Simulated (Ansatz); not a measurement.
# Worked example: C2H6OSi + C2H5ClGa → C2H5OSi + C2H6ClGa

Gas-phase species: C2H6OSi `C=C[SiH2]O`, singlet; C2H5ClGa `C[CH2][Ga][Cl]`, doublet; C2H5OSi `[H]/[C]=C/[SiH2]O`, doublet; C2H6ClGa `C[CH2][GaH][Cl]`, singlet. A radical takes H: the energy is the difference in strength between the C–H bond broken and the Ga–H bond made.

Shapes, held fixed at every level: PBE0-D4/def2-TZVP. Flexible molecules stand in one conformer, not always the lowest. Programs: Ansatz 0.2.0. Electronic energies: no zero-point or thermal term.

At B2PLYP/def2-TZVPP; 1 Eh = 2625.50 kJ/mol:

```
 species   energy (Eh)
 C2H6OSi   -444.390964
C2H5ClGa  -2463.773357
 C2H5OSi   -443.711168
C2H6ClGa  -2464.399150
```

**Question.** Work out ΔE of the reaction at this level.

**Answer.** 
1. Products less reactants: (-443.711168) + (-2464.399150) − [(-444.390964) + (-2463.773357)] = 0.054003 Eh = +141.8 kJ/mol.

Other levels give +106.2 (HF/def2-SVP) to +146.2 kJ/mol (B3LYP-D4/def2-TZVPP). No measured value is set beside it here. Spin contamination: C2H5OSi (⟨S²⟩ up to 0.92). Open shells run unrestricted. Relativity is left out for Ga. Outer-core shells of Ga are correlated, in sets that cover them unevenly.
